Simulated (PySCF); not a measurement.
Species: C4H8BCl.
Cartesian coordinates in Å at the PBE0-D3(BJ)/def2-SVP level; atoms count from 1:
```
atom  x, y, z in Å
Cl1    0.8658    4.7993    3.2805
B2     0.6915    3.2534    2.4643
C3    -0.6701    2.5627    2.1050
C4    -0.2389    1.4214    1.1701
C5     1.1698    1.0237    1.6310
C6     1.8746    2.3439    1.9813
H7    -1.0587    2.1529    3.0600
H8    -1.4629    3.2204    1.7177
H9    -0.9368    0.5694    1.1614
H10   -0.1907    1.7984    0.1334
H11    1.0940    0.4000    2.5391
H12    1.7058    0.4212    0.8809
H13    2.2665    2.8272    1.0626
H14    2.7334    2.2581    2.6639
```

Computed, not measured: core-valence-separated Tamm–Dancoff BHandHLYP/aug-pcX-1 (pcseg-1 on H, def2-SVPD on Cl) in PySCF, non-relativistic, gas phase, PBE0-D3(BJ)/def2-SVP geometry. No shift to experiment was applied.

(1) List the carbon K-edge absorption lines.

(2) What does the B 1s absorption edge look like?

Results:

(1) 
```json
{"E (eV)": "283.87", "f": "0.0006", "core hole on": "C3/C6", "main final orbital": "LUMO (2 roots, f summed)"}
{"E (eV)": "285.02", "f": "0.0246", "core hole on": "C3/C6", "main final orbital": "LUMO+1 (2 roots, f summed)"}
{"E (eV)": "285.33", "f": "0.0128", "core hole on": "C4/C5", "main final orbital": "LUMO (2 roots, f summed)"}
{"E (eV)": "285.51", "f": "0.0196", "core hole on": "C4/C5", "main final orbital": "LUMO+1 (2 roots, f summed)"}
{"E (eV)": "285.64", "f": "0.0530", "core hole on": "C3/C6", "main final orbital": "LUMO+3 (2 roots, f summed)"}
{"E (eV)": "286.03", "f": "0.0506", "core hole on": "C4/C5", "main final orbital": "LUMO+3 (2 roots, f summed)"}
{"E (eV)": "286.22", "f": "0.0074", "core hole on": "C3/C6", "main final orbital": "LUMO+2 (2 roots, f summed)"}
{"E (eV)": "286.35", "f": "0.0064", "core hole on": "C3/C6", "main final orbital": "LUMO+2 (2 roots, f summed)"}
{"E (eV)": "286.65", "f": "0.0055", "core hole on": "C4/C5", "main final orbital": "LUMO+2 (2 roots, f summed)"}
```

The first line with a tenth or more of the strongest one's intensity is at 285.02 eV (f = 0.025, sum of 2), with the hole on C3/C6 (sp3 carbon bound to boron). The strongest listed is at 285.64 eV (f = 0.053, sum of 2; C3/C6).

(2) 
| E (eV) | f | core hole on | main final orbital |
| --- | --- | --- | --- |
| 186.93 | 0.0949 | B2 | LUMO (90 %) |
| 191.78 | 0.0057 | B2 | LUMO+1 (63 %) |
| 192.12 | 0.0338 | B2 | spread |
| 192.56 | 0.0005 | B2 | LUMO+3 (87 %) |
| 192.76 | 0.0004 | B2 | LUMO+4 (86 %) |
| 193.00 | 0.0134 | B2 | LUMO+2 (51 %) |
| 193.55 | 0.0009 | B2 | LUMO+7 (66 %) |

The first line with a tenth or more of the strongest one's intensity is at 186.93 eV (f = 0.095), with the hole on B2 (three-coordinate boron). It is also the strongest listed.

Roots within 0.03 eV whose holes lie on the same, on equivalent or on shared atoms are summed into one line, and the highest roots are left out, as the search may have cut off their partners. Final orbitals are the ground state's empty Kohn–Sham orbitals.

Problem. What is the summed oscillator strength of the listed C K lines, and their intensity-weighted mean energy?

Solution. Σf = 0.180 over 9 lines from 283.87 to 286.65 eV; the weighted mean is 285.70 eV. The strongest line holds 29 % of the sum.

The ionisation thresholds weren't computed; near and above them a finite basis only mimics Rydberg series and continuum.

One conformer stands for the species.
